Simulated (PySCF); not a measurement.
Input file for PySCF: R-M06-2X/6-31G* on C2H6BF (SMILES CCBF).

```python
from pyscf import gto, scf, dft, mp
from pyscf.data.elements import chemcore

mol = gto.M(
    atom='''
    C    -1.15938986    0.40093918   -0.10397602
    C     0.06302255   -0.33653226    0.44969770
    B     1.39146788   -0.14930609   -0.34530384
    F     2.49175486   -0.77416257    0.07258531
    H    -0.98871972    1.47880082   -0.13760821
    H    -1.38785956    0.07842680   -1.12173633
    H    -2.04791074    0.22617129    0.50487055
    H     0.25793046   -0.03685098    1.48863557
    H    -0.13271705   -1.41520142    0.51872320
    H     1.51242119    0.52771522   -1.32588793
    ''',
    basis='6-31g*',
    cart=True,
    charge=0, spin=0, verbose=3, max_memory=1800)
mf = dft.RKS(mol, xc='m062x')
mf.conv_tol = 1e-8
mf.max_cycle = 100
mf.kernel()
if not mf.converged:
    mf = mf.newton().run(mf.mo_coeff, mf.mo_occ)
```

**Question.** Give the final energy of this run.

**Answer.** -204.4738 hartree.
